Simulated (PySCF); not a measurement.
# Tc (technetium, neutral) across methods

[Kr] 4d4 5s2 5p1, one real determinant (an excited configuration). Calculation: PySCF 2.14, in x2c-QZVPPall (13s8p7d4f2g, 118 functions); the spin-free X2C one-electron Hamiltonian (Gaussian nucleus).

```tsv
method	E (hartree)	mean ε 5s α (eV)	mean ε 5s β (eV)	mean ε 5p α (eV)	Σ⟨r²⟩ (bohr²)	⟨S²⟩
PBE0	-4284.74	-8.208	-6.436	-3.686	68.47	8.759
PBE	-4284.67	-7.308	-5.784	-2.970	68.63	8.757
r2SCAN	-4285.06	-7.596	-5.843	-3.168	68.51	8.769
LDA	-4280.17	-7.497	-6.063	-2.993	68.14	8.756
```

(1) Estimate the same row for UHF.

⟨L²⟩ = 8.02 against 12 for a pure F term, so this real determinant mixes terms.

Results:

(1) E (hartree) = -4282.85066; mean ε 5s α (eV) = -10.315; mean ε 5s β (eV) = -7.339; mean ε 5p α (eV) = -5.304; Σ⟨r²⟩ (bohr²) = 70.63; ⟨S²⟩ = 8.791.
